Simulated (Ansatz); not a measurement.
CClF (SMILES F[C]Cl), singlet, at a GFN2-xTB geometry; Ansatz (a first-principles code) with CCSD(T)/6-31G*.

The Ansatz input:
Ansatz 0.2 input:
```yaml
crystal:
  periodic: [false, false, false]
  atoms:
    - {symbol: F, position_ang: [-1.46348443, -0.30712072, 0.00275987]}
    - {symbol: C, position_ang: [-0.53985773, 0.63598266, 0.02854521]}
    - {symbol: Cl, position_ang: [0.96532390, -0.06187114, -0.01153588]}
basis:
  gaussian:
    orbitals: 6-31G*
magnetization: {spin_polarized: false}
correlation: {method: ccsd_t, electrons: outside_noble_gas}
accuracy: high
```

Predict the main parts of the log of this Ansatz run.


```
Functional definition: HF
953 factors; integrals over basis functions are off by at most 3.1e-9 eV
mean field evaluation 1: about -16234.9472 eV, gradient 2.4e1 eV
mean field evaluation 2: about -16234.9559 eV, gradient 2.4e1 eV
mean field evaluation 4: about -16236.3736 eV, gradient 2.7e0 eV
mean field evaluation 8: about -16236.4288 eV, gradient 1.1e-1 eV
mean field evaluation 16: about -16235.9605 eV, gradient 1.5e1 eV
mean field -16236.42892204 eV, -596.6777574381 hartree, gradient 3.8e-8 eV, S^2 0.000000; 0 other end points of the search recorded, 0 dependent functions left out; unrestricted orbitals would lower it
7 core orbitals not correlated
reference -16236.42892204 eV, -596.6777574381 hartree; 9, 9 occupied and 33, 33 virtual orbitals, 953 factors
second order -11.23503187 eV of doubles, -0.00000000 eV of singles
cycle   1  -11.42265472 eV  change   -1.9e-1 eV  update   1.0e-1
cycle   2  -11.76679192 eV  change   -3.4e-1 eV  update   3.4e-2
cycle   3  -11.87711791 eV  change   -1.1e-1 eV  update   2.1e-2
cycle   4  -11.87197172 eV  change    5.1e-3 eV  update   6.0e-3
cycle   5  -11.86862394 eV  change    3.3e-3 eV  update   2.4e-3
cycle   6  -11.86968933 eV  change   -1.1e-3 eV  update   7.8e-4
cycle   7  -11.86959291 eV  change    9.6e-5 eV  update   2.7e-4
cycle   8  -11.86962449 eV  change   -3.2e-5 eV  update   9.9e-5
cycle   9  -11.86968067 eV  change   -5.6e-5 eV  update   3.7e-5
cycle  10  -11.86966543 eV  change    1.5e-5 eV  update   1.3e-5
cycle  11  -11.86967106 eV  change   -5.6e-6 eV  update   5.1e-6
cycle  12  -11.86967160 eV  change   -5.4e-7 eV  update   1.8e-6
cycle  13  -11.86967207 eV  change   -4.7e-7 eV  update   7.2e-7
cycle  14  -11.86967168 eV  change    4.0e-7 eV  update   2.5e-7
cycle  15  -11.86967165 eV  change    3.1e-8 eV  update   1.1e-7
cycle  16  -11.86967157 eV  change    7.1e-8 eV  update   3.7e-8
cycle  17  -11.86967131 eV  change    2.7e-7 eV  update   2.4e-7
cycle  18  -11.86967105 eV  change    2.5e-7 eV  update   1.2e-7
cycle  19  -11.86967099 eV  change    6.3e-8 eV  update   4.5e-8
cycle  20  -11.86967098 eV  change    9.1e-9 eV  update   9.3e-9
cycle  21  -11.86967098 eV  change  -3.8e-10 eV  update   2.8e-9
cycle  22  -11.86967098 eV  change   1.7e-10 eV  update   1.2e-9
perturbative correction -0.37369617 eV, -0.0137330811 hartree
Total energy: -16248.67228920 eV, -597.1276928823 hartree
```
